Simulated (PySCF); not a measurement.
## Structure from NMR data

The spectra below were simulated for a compound C6H4O3.

1H NMR (600 MHz, computed): δ 7.16 (s, 1H), 2.35 (s, 3H).

13C{1H} NMR (computed): δ 156.8 (C), 142.3 (CH), 135.2 (C), 109.7 (C), 70.6 (C), 5.7 (CH3).

- GIAO PBE0/pcSseg-1 shieldings
- geometry: GFN2-xTB
- program: PySCF
- relativity neglected, one averaged value for each set of equivalent atoms, in vacuum, one computed conformer

Scale: 1H (σref 31.72), 13C (σref 186.93) against TMS (reference shieldings calculated alike).

What is the structure?

## Answers


- The formula gives 5 degrees of unsaturation (1 ring in the answer).
- 6 carbon signals for 6 carbons: no two carbons are equivalent.
- Carbon types of the structure: 4 × C, 1 × CH, 1 × CH3, which accounts for all hydrogens.
- δC 156.8: ring carbonyl carbon.
- δC 142.3: unsaturated ring CH.
- δC 135.2: unsaturated ring carbon.
- δC 109.7, 70.6: alkyne carbon.
- δC 5.7: propargylic methyl carbon; aliphatic region, no heteroatom directly attached.
- δH 7.16: hydrogen on a unsaturated ring CH.
- δH 2.35: hydrogen on a propargylic methyl carbon.

These data were computed for `CC#Cc1coc(=O)o1`.

This is the structure that produced the data.

Shifts are as computed. Against solution values, carbons near 30 ppm lie about +3 ppm off and those near 130 ppm about +5 ppm (rms about the fit 2.1 ppm; single classes can miss by 10 ppm). Of 1328 compounds with measured shifts, 309 miss one by over three times the rms of a fit or turn the order of signals round; such compounds aren't used in these exercises. Signals without a measured value on file couldn't be tested in this way; 1H shifts scatter by 0.2 ppm about their fit, and single ones miss by 0.5 ppm. No couplings were computed; multiplicities are counted from neighbouring protons, with m where these are inequivalent, close in shift, in a saturated or five-membered ring or joined by F or P, and br s for small geminal =CH2 splittings.
